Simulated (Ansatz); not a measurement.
Reactions of `[BH2][GeH2][CH2][SiH3]`.

Program: Ansatz. Geometries: PBE0-D4/def2-TZVP. ΔE: electronic, gas phase. CBS: MP2 limit from def2 TZ/QZ plus the TZ coupled-cluster correction, frozen cores. This one scheme is used for every species. Double bonds are as drawn, so ΔE can hold a change between cis and trans. Functionals use def2-TZVPP. For Ge outer-core shells are correlated without core-valence functions, which leaves a few kJ/mol of doubt a bond. Scalar relativity is left out up to krypton. Each species was taken in one conformer, which may not be the lowest.

```csv
reaction,CCSD(T)/CBS(def2) (kJ/mol)
`[BH2][GeH2][CH2][SiH3]` + H₂S → `[SiH3][CH2][GeH2][SH]` + BH₃,-55
`[BH2][GeH2][CH2][SiH3]` → `C[BH][GeH2][SiH3]`,-46
`[BH2][GeH2][CH2][SiH3]` + PH₃ → `[BH2][GeH2][PH2]` + `C[SiH3]`,-35
`[BH2][GeH2][CH2][SiH3]` + `N[SiH](F)[SiH2]F` → `[F][GeH2][CH2][SiH3]` + `B[SiH](N)[SiH2]F`,?
`[BH2][GeH2][CH2][SiH3]` + `O/C=C/[SiH3]` → `[BH2][GeH2][OH]` + `[SiH3]/C=C/C[SiH3]`,-45
`[BH2][GeH2][CH2][SiH3]` + `C=C(F)BO` → `BC(=C)BO` + `[F][GeH2][CH2][SiH3]`,?
`[BH2][GeH2][CH2][SiH3]` + H₂O → `[BH2][GeH2][OH]` + `C[SiH3]`,?
`[BH2][GeH2][CH2][SiH3]` → `[BH2][GeH2][CH3]` + `[SiH2]`,241
`[BH2][GeH2][CH2][SiH3]` → `B[CH]([SiH3])[GeH3]`,-45
`[BH2][GeH2][CH2][SiH3]` + `CB(C)C` → `[BH2][GeH2][CH3]` + `CB(C)C[SiH3]`,-9
```

**Question.** Fill in the missing values. (Best estimate.)

**Answer.** Computed: `[BH2][GeH2][CH2][SiH3]` + `N[SiH](F)[SiH2]F` → `[F][GeH2][CH2][SiH3]` + `B[SiH](N)[SiH2]F`: +96.2 kJ/mol; `[BH2][GeH2][CH2][SiH3]` + `C=C(F)BO` → `BC(=C)BO` + `[F][GeH2][CH2][SiH3]`: -162.1 kJ/mol; `[BH2][GeH2][CH2][SiH3]` + H₂O → `[BH2][GeH2][OH]` + `C[SiH3]`: -24.8 kJ/mol.

Largest T1 diagnostic: 0.014, for `[SiH2]`.
